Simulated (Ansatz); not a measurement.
# A relaxation, step by step

AlN2H7S, closed shell, PBE0-D4/def2-TZVP (Ansatz 0.2.0). Settings:

```yaml
hamiltonian: {xc: pbe0, dispersion: d4}
relax: {f_tol: 0.005, max_steps: 200}
```

Start, a step off a saddle point along its unstable mode:

Al1  (0.080, -0.111, 0.070)
H2  (1.025, 0.035, -1.484)
N3  (0.993, -0.631, 1.487)
N4  (-1.435, -0.881, -0.451)
H5  (0.950, 0.768, -1.259)
S6  (0.382, 2.216, -0.143)
H7  (1.503, 0.037, 2.048)
H8  (1.159, -1.568, 1.818)
H9  (-2.169, -1.097, 0.208)
H10  (-1.761, -1.055, -1.393)
H11  (-0.726, 2.285, -0.901)
(Å)

```csv
step,energy less the last (meV),largest force component (eV/Å)
1,936.4,1.944
2,508.0,1.079
3,276.3,1.470
4,144.3,0.656
5,94.2,0.439
6,75.6,0.925
7,51.1,0.490
8,25.6,0.283
9,8.6,0.228
10,4.1,0.260
11,2.4,0.211
12,1.6,0.113
13,0.6,0.028
14,0.2,0.005
15,0.1,0.011
16,0.1,0.015
17,0.1,0.009
18,0.1,0.004
19,0.1,0.007
20,0.1,0.028
21,0.0,0.014
22,0.0,0.002
23,0.0,0.002
24 (rejected trial),0.2,0.109
25,0.0,0.017
26,0.0,0.009
27,0.0,0.002
```

Step 4, positions (Å) and forces (eV/Å):

```
atom       x       y       z      Fx      Fy      Fz
 Al1  -0.091   0.174   0.304  -0.030  -0.167   0.127
  H2   1.083  -0.398  -1.661  -0.004   0.631   0.102
  N3   0.986  -0.540   1.516  -0.052   0.170  -0.012
  N4  -1.374  -0.817  -0.440  -0.045  -0.001   0.143
  H5   1.097   0.372  -1.553   0.089  -0.656  -0.224
  S6   0.142   2.367   0.121  -0.139  -0.135  -0.150
  H7   1.580   0.022   2.106  -0.015  -0.072  -0.013
  H8   1.118  -1.518   1.713  -0.062   0.036  -0.042
  H9  -2.054  -1.308   0.130   0.206   0.092  -0.214
 H10  -1.681  -0.794  -1.401  -0.001   0.066   0.157
 H11  -0.806   2.440  -0.835   0.055   0.038   0.126
```

Step 5, positions (Å) and forces (eV/Å):

```json
{"atom": "Al1", "x": "-0.101", "y": "0.190", "z": "0.338", "Fx": "-0.122", "Fy": "-0.242", "Fz": "0.073"}
{"atom": "H2", "x": "1.126", "y": "-0.442", "z": "-1.738", "Fx": "0.002", "Fy": "0.019", "Fz": "-0.005"}
{"atom": "N3", "x": "0.966", "y": "-0.529", "z": "1.552", "Fx": "0.008", "Fy": "0.166", "Fz": "0.006"}
{"atom": "N4", "x": "-1.359", "y": "-0.812", "z": "-0.431", "Fx": "-0.202", "Fy": "-0.005", "Fz": "-0.074"}
{"atom": "H5", "x": "1.204", "y": "0.307", "z": "-1.698", "Fx": "0.040", "Fy": "-0.039", "Fz": "-0.042"}
{"atom": "S6", "x": "0.106", "y": "2.368", "z": "0.129", "Fx": "-0.014", "Fy": "0.048", "Fz": "-0.117"}
{"atom": "H7", "x": "1.591", "y": "0.015", "z": "2.126", "Fx": "-0.058", "Fy": "-0.083", "Fz": "-0.024"}
{"atom": "H8", "x": "1.065", "y": "-1.510", "z": "1.754", "Fx": "-0.027", "Fy": "0.028", "Fz": "-0.045"}
{"atom": "H9", "x": "-1.999", "y": "-1.374", "z": "0.124", "Fx": "0.264", "Fy": "0.169", "Fz": "-0.299"}
{"atom": "H10", "x": "-1.722", "y": "-0.691", "z": "-1.372", "Fx": "0.081", "Fy": "-0.025", "Fz": "0.439"}
{"atom": "H11", "x": "-0.877", "y": "2.478", "z": "-0.784", "Fx": "0.029", "Fy": "-0.036", "Fz": "0.088"}
```

Step 10, positions (Å) and forces (eV/Å):

| atom | x | y | z | Fx | Fy | Fz |
| --- | --- | --- | --- | --- | --- | --- |
| Al1 | -0.186 | 0.245 | 0.440 | -0.043 | -0.027 | -0.049 |
| H2 | 1.432 | -0.598 | -2.013 | -0.011 | -0.042 | -0.003 |
| N3 | 0.897 | -0.497 | 1.618 | -0.003 | 0.018 | -0.006 |
| N4 | -1.461 | -0.695 | -0.346 | 0.018 | -0.096 | 0.150 |
| H5 | 1.613 | 0.127 | -2.001 | 0.013 | 0.041 | 0.003 |
| S6 | 0.084 | 2.379 | 0.021 | 0.260 | -0.029 | 0.128 |
| H7 | 1.529 | 0.022 | 2.204 | 0.007 | -0.015 | 0.006 |
| H8 | 0.998 | -1.485 | 1.780 | 0.000 | 0.009 | 0.005 |
| H9 | -1.773 | -1.595 | -0.011 | 0.028 | 0.113 | -0.090 |
| H10 | -2.028 | -0.391 | -1.118 | -0.008 | 0.005 | -0.015 |
| H11 | -1.104 | 2.487 | -0.574 | -0.260 | 0.023 | -0.130 |

Last step (27):

Al1  (-0.204, 0.233, 0.450)
H2  (1.591, -0.578, -2.026)
N3  (0.899, -0.507, 1.610)
N4  (-1.519, -0.681, -0.293)
H5  (1.609, 0.169, -2.005)
S6  (0.084, 2.357, -0.009)
H7  (1.572, 0.005, 2.155)
H8  (0.959, -1.490, 1.814)
H9  (-1.787, -1.616, -0.034)
H10  (-2.091, -0.354, -1.053)
H11  (-1.113, 2.462, -0.610)
(Å)

The run took about 71 s on 4 CPU threads of an Arm Neoverse V1 (shared host).
